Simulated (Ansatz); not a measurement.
C2H8AlClN2 (SMILES C[NH][Al]([Cl])[NH]C), singlet, at a GFN2-xTB geometry (such geometries of metal compounds can be far from the true shape); SC-NEVPT2/STO-3G, CASSCF(2,4) in Ansatz (a program for electronic structure).

Ansatz was given this input:
Ansatz 0.2 input:
```yaml
crystal:
  periodic: [false, false, false]
  atoms:
    - {symbol: Al, position_ang: [0.10903626, 0.02215179, 0.13352927]}
    - {symbol: Cl, position_ang: [0.50394860, 1.81887898, 0.98050580]}
    - {symbol: N, position_ang: [-1.02577499, -0.12910244, -1.23941141]}
    - {symbol: C, position_ang: [-1.80402514, 0.88170086, -1.94504158]}
    - {symbol: H, position_ang: [-1.19614093, -1.04557228, -1.63472195]}
    - {symbol: H, position_ang: [-2.87826250, 0.68376676, -1.86951975]}
    - {symbol: H, position_ang: [-1.53569162, 0.92428305, -3.00572590]}
    - {symbol: H, position_ang: [-1.60322913, 1.85649479, -1.50142781]}
    - {symbol: N, position_ang: [0.91183397, -1.43890997, 0.77285311]}
    - {symbol: C, position_ang: [0.82076418, -2.83368016, 0.36999260]}
    - {symbol: H, position_ang: [1.55389429, -1.33811361, 1.55286531]}
    - {symbol: H, position_ang: [0.45058392, -3.46339451, 1.18566454]}
    - {symbol: H, position_ang: [1.79278563, -3.22294436, 0.04977082]}
    - {symbol: H, position_ang: [0.12861574, -2.91547305, -0.46518230]}
basis:
  gaussian:
    orbitals: STO-3G
magnetization: {spin_polarized: false}
correlation: {method: sc_nevpt2, electrons: all, active_space: {window: {electrons: 2, orbitals: 4}}}
```

What the program printed (banner, timings and long lists left out):

```
Functional definition: HF
587 factors; integrals over basis functions are off by at most 4.7e-5 eV
mean field evaluation 1: about -23962.9487 eV, gradient 2.6e1 eV
mean field evaluation 2: about -23963.1759 eV, gradient 2.6e1 eV
mean field evaluation 4: about -23965.4563 eV, gradient 1.4e0 eV
mean field evaluation 8: about -23965.4638 eV, gradient 8.4e-6 eV
mean field -23965.46384709 eV, -880.7145520059 hartree, gradient 1.6e-6 eV, S^2 0.000000; 0 other end points of the search recorded, 0 dependent functions left out
reference -23965.46384709 eV, -880.7145520059 hartree; 32, 32 occupied and 14, 14 virtual orbitals, 587 factors
state -23965.89090183 eV, -880.7302459778 hartree
state -23965.89090183 eV, -880.7302459778 hartree; corrected -23971.70874160 eV, -880.9440476459 hartree
state -23965.76603149 eV, -880.7256570774 hartree
state -23965.76603149 eV, -880.7256570774 hartree; corrected -23971.63713109 eV, -880.9414160083 hartree
state -23965.89090183 eV, -880.7302459778 hartree; corrected -23971.70874160 eV, -880.9440476459 hartree
the orbitals are reached from a further start. From the first start the search ends at -23965.76601303 eV, -880.7256563993 hartree
Total energy: -23971.70874160 eV, -880.9440476459 hartree
```
